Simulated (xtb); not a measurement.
H4O2SiZn, SMILES [OH][Zn][O][SiH3]. All values are semi-empirical tight-binding results from xtb (GFN2-xTB unless named), good for trends rather than for accurate numbers. The structure is a stationary point at GFN2-xTB. The structure was generated by enumeration; whether it is a known compound was not checked. One conformer was computed; it need not be the lowest.

For metal compounds this method's bond lengths and energies can be far off.

Question: Estimate the properties. (The exact figures need the calculation; the answer reports its results.)

Answer: 
The orbital gap is 2.97 eV, the zero-point energy is 24.0 kcal/mol and the G − E(el) at 298.15 K (modified RRHO) comes out as 3.6 kcal/mol.
